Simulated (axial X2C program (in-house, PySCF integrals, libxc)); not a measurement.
**Density and ELF of PtC**

Calculated with an in-house all-electron X2C program for linear molecules (integrals from PySCF). Two-component (2c) means X2C with spin–orbit coupling and atomic mean-field two-electron Coulomb and Gaunt terms. Basis: Pt dyall-cv3z [13s14p9d6f4g], C dyall-v3z [7s6p2d1f] (cores contracted in-house); Gaussian nuclei, density fitting, unrestricted open shells. Masses: Pt 194.965 u, C 12.000 u.

PBE0, two-component, state Ω = 0 (closed shell); Pt at z = 0, C at z = 1.668 Å.

The maps cover the half plane through the axis: z from -2.4 to 3.6 Å along the bond, ρ from 0.15 to 2.25 Å away from it.

log10 of the density in e/bohr³:

```
 ρ\z  -2.4  -1.8  -1.2  -0.6   0.0   0.6   1.2   1.8   2.4   3.0   3.6
0.15  -3.3  -2.5  -1.5   0.0   1.9  -0.1  -0.5   0.2  -0.9  -1.9  -2.9
0.45  -3.3  -2.5  -1.6  -0.4   0.4  -0.4  -0.7  -0.7  -1.1  -2.0  -3.0
0.75  -3.4  -2.6  -1.8  -0.9  -0.3  -0.8  -1.1  -1.1  -1.5  -2.3  -3.1
1.05  -3.5  -2.8  -2.1  -1.3  -1.0  -1.3  -1.5  -1.6  -1.9  -2.6  -3.3
1.35  -3.6  -3.0  -2.3  -1.8  -1.5  -1.7  -1.9  -2.1  -2.4  -2.9  -3.6
1.65  -3.8  -3.2  -2.6  -2.2  -2.0  -2.1  -2.4  -2.6  -2.9  -3.3  -3.9
1.95  -4.0  -3.5  -2.9  -2.6  -2.4  -2.5  -2.8  -3.1  -3.4  -3.8  -4.3
2.25  -4.3  -3.7  -3.3  -2.9  -2.8  -3.0  -3.2  -3.6  -3.8  -4.2  -4.7
```

Electron localisation function (collinear form, no current term, damped to 0 at low density):

```
 ρ\z  -2.4  -1.8  -1.2  -0.6   0.0   0.6   1.2   1.8   2.4   3.0   3.6
0.15  0.07  0.08  0.14  0.67  0.32  0.56  0.70  0.61  0.99  0.98  0.77
0.45  0.07  0.09  0.13  0.52  0.40  0.46  0.78  0.41  0.98  0.97  0.68
0.75  0.06  0.10  0.14  0.34  0.61  0.37  0.70  0.76  0.95  0.93  0.47
1.05  0.04  0.12  0.19  0.34  0.47  0.37  0.51  0.59  0.83  0.80  0.20
1.35  0.02  0.14  0.23  0.38  0.44  0.35  0.29  0.30  0.52  0.43  0.04
1.65  0.01  0.12  0.25  0.38  0.42  0.30  0.14  0.09  0.15  0.10  0.01
1.95  0.00  0.06  0.22  0.34  0.36  0.22  0.06  0.02  0.03  0.01  0.00
2.25  0.00  0.01  0.12  0.25  0.26  0.13  0.02  0.00  0.00  0.00  0.00
```

Occupations by symmetry block were frozen at the best pattern of an incomplete PBE0 search.
